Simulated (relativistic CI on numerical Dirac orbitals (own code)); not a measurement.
# Crystal-field levels of Ta³⁺, 5d2

Calculated by Dirac-Coulomb-Breit CI, orbitals from a KLI potential per configuration, QED by a radiative potential, valence Slater integrals scaled by 0.75, one configuration in a parametric crystal field (own radial code).

Field parameters in Wybourne normalisation: Td as Oh with Dq negative (B⁴₀ = 21Dq, B⁴₄ = √(5/14) B⁴₀). The field is a parameter set, without covalency.

S is read from ⟨S²⟩ = S(S + 1).

Site symmetry Td; labels are those of the double group. Computed levels in cm⁻¹ above the lowest, in rising order:

| Δ (size of 10Dq) | Lowest | No. 2 | No. 3 | No. 4 | No. 5 | No. 6 | No. 7 | No. 8 |
| --- | --- | --- | --- | --- | --- | --- | --- | --- |
| 3100 | T2 | 1838 E | 4651 A2 | 5033 T2 | 5238 T1 | 8129 T2 | 9149 E | 9515 A1 |
| 5600 | T2 | 3752 E | 6309 A2 | 6724 T2 | 7100 T1 | 10610 T2 | 11053 E | 11119 A1 |
| 8100 | T2 | 5501 E | 8359 A2 | 8749 T2 | 9262 T1 | 11743 E | 12655 A1 | 13534 T2 |
| 10600 | T2 | 6779 E | 10590 A2 | 10960 T2 | 11564 T1 | 12925 E | 13895 A1 | 16416 T2 |
| 13100 | T2 | 7545 E | 12914 A2 | 13272 T2 | 13936 T1 | 14641 E | 14745 A1 | 19163 T2 |
| 15600 | T2 | 7968 E | 15291 A2 | 15297 A1 | 15641 T2 | 16347 T1 | 16708 E | 21808 T2 |
| 18050 | T2 | 8205 E | 15663 A1 | 17651 A2 | 17997 T2 | 18732 T1 | 18913 E | 24343 T2 |

Ground-state S against |10Dq| in cm⁻¹: 3100: 0.97, 5600: 0.98, 8100: 0.99, 10600: 0.99, 13100: 0.99, 15600: 1.00, 18050: 1.00.

No abrupt spin change occurs in this range.
